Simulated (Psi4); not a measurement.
Cl$_{4}$Sn (SMILES [Cl][Sn]([Cl])([Cl])[Cl]), singlet, geometry from GFN2-xTB (such geometries of metal compounds can be far from the true shape) (core potentials on Sn).

Here is a job for Psi4.
```
memory 2 GB

molecule {
0 1
  Cl   -1.80032643   -0.84416493   -1.18851803
  Sn    0.00000000    0.00000000   -0.00000000
  Cl   -0.31676548    2.26357933    0.37713794
  Cl    1.94528107   -0.31513236   -1.21775939
  Cl    0.17181084   -1.10428204    2.02913947
}

set basis def2-svp

energy('b3lyp')
print_variables()
```

**Question.** What does this run give for the dipole moment, number of basis functions, nuclear repulsion energy, total energy?

**Answer.** 
```json
{
  "dipole_moment": "0.00 D",
  "number_of_basis_functions": "98",
  "nuclear_repulsion_energy": "584.3012 Eh",
  "total_energy": "-2054.810641 Ha"
}
```
